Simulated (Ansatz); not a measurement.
Consider the formal exchange of groups at a B–Te bond: `CSB[TeH]` + SiH₄ → `CSB[SiH3]` + H₂Te.

Computed with Ansatz on PBE0-D4/def2-TZVP structures; ΔE is electronic, products minus reactants. CBS: MP2 limit from def2 TZ/QZ plus the TZ coupled-cluster correction, frozen cores. This one scheme is used for every species. Functionals use def2-TZVPP. B3LYP here is the variant with VWN-RPA as its local correlation; programs differ in this. HSE06 is defined as in plane-wave codes. Elements past krypton have def2 core potentials. For Te outer-core shells are correlated without core-valence functions, which leaves a few kJ/mol of doubt a bond. One conformer a species, not always the lowest.

`CSB[TeH]`:

Z-matrix (Å, degrees):
```
C
S 1 1.812
H 1 1.088 2 110.4
H 1 1.088 2 110.4 3 122.1
H 1 1.090 2 107.2 3 -118.9
B 2 1.763 1 103.7 3 -61.0
Te 6 2.131 2 122.2 1 -180.0
H 6 1.193 2 121.7 1 -0.0
H 7 1.659 6 95.4 2 -0.0
```

SiH₄:

Cartesian coordinates in Å:
```
Si 0.000 0.000 0.000
H 1.124 -0.957 0.159
H 0.493 1.238 -0.654
H -0.558 0.334 1.335
H -1.059 -0.615 -0.839
```

`CSB[SiH3]`:

Z-matrix (Å, degrees):
```
C
S 1 1.810
H 1 1.090 2 108.9
H 1 1.090 2 108.9 3 -118.8
H 1 1.088 2 109.9 3 120.6
B 2 1.746 1 106.9 3 -120.5
Si 6 2.008 2 118.0 1 -180.0
H 6 1.196 2 119.5 1 -0.0
H 7 1.489 6 112.9 2 -0.1
H 7 1.491 6 110.0 2 -121.0
H 7 1.491 6 110.0 2 120.9
```

H₂Te:

Cartesian coordinates in Å:
```
Te 0.330 0.325 0.624
H -0.949 0.712 -0.354
H 0.619 -1.037 -0.271
```

```
             level  ΔE (kcal/mol)  difference from CCSD(T)/CBS
       LDA (SPW92)           14.3                         -2.6
         revPBE-D4           15.3                         -1.6
           BLYP-D4           15.4                         -1.5
         r2SCAN-D4           15.9                         -1.0
            B97M-V           13.9                         -3.0
           PBE0-D4           15.2                         -1.7
        r2SCANh-D4           15.9                         -1.0
        r2SCAN0-D4           16.0                         -0.9
          HSE06-D4           15.3                         -1.6
          BHLYP-D4           16.1                         -0.8
           ωB97X-V           15.0                         -1.9
            B2PLYP           16.4                         -0.5
          PBE-QIDH           16.8                         -0.1
               PBE           14.6                         -2.3
            revPBE           14.7                         -2.2
              BLYP           14.7                         -2.2
            r2SCAN           15.8                         -1.1
              PBE0           14.9                         -2.0
             B3LYP           14.9                         -2.0
           r2SCANh           15.9                         -1.0
           r2SCAN0           16.0                         -0.9
             HSE06           15.0                         -1.9
             BHLYP           15.3                         -1.6
         CAM-B3LYP           14.6                         -2.3
           LC-ωPBE           14.4                         -2.5
RPA@PBE/def2-TZVPP           16.1                         -0.8
       HF/def2-SVP           16.1                         -0.8
      MP2/def2-SVP           18.1                          1.2
     CCSD/def2-SVP           15.5                         -1.4
  CCSD(T)/def2-SVP           15.8                         -1.1
     HF/def2-TZVPP           15.8                         -1.1
    MP2/def2-TZVPP           19.3                          2.4
SCS-MP2/def2-TZVPP           18.3                          1.4
   CCSD/def2-TZVPP           15.7                         -1.2
CCSD(T)/def2-TZVPP           16.2                         -0.7
     HF/def2-QZVPP           15.8                         -1.1
    MP2/def2-QZVPP           19.7                          2.8
      HF/CBS(def2)           15.9                         -1.0
     MP2/CBS(def2)           20.0                          3.1
    CCSD/CBS(def2)           16.4                         -0.5
       CCSD(T)/CBS           16.9                            0
```

Q: What do rigid-rotor, harmonic-oscillator terms from PBE0-D4/def2-TZVP frequencies (298.15 K, 1 bar) make of the CCSD(T)/CBS value? (An estimate is asked.)

A: The calculation gave: ΔZPE = -1.1 kcal/mol, ΔH = +16.0 kcal/mol, ΔS = 19 J/(mol·K), ΔG = +14.7 kcal/mol.

Largest T1 diagnostic among the species: 0.015.

At CCSD(T), def2-SVP lies −1.1 kcal/mol from the extrapolated value and def2-TZVPP −0.7 kcal/mol. Leaving LDA and LC-ωPBE aside and taking each functional with its dispersion term where it has one, the values spread over 2.9 kcal/mol, from B97M-V to PBE-QIDH.
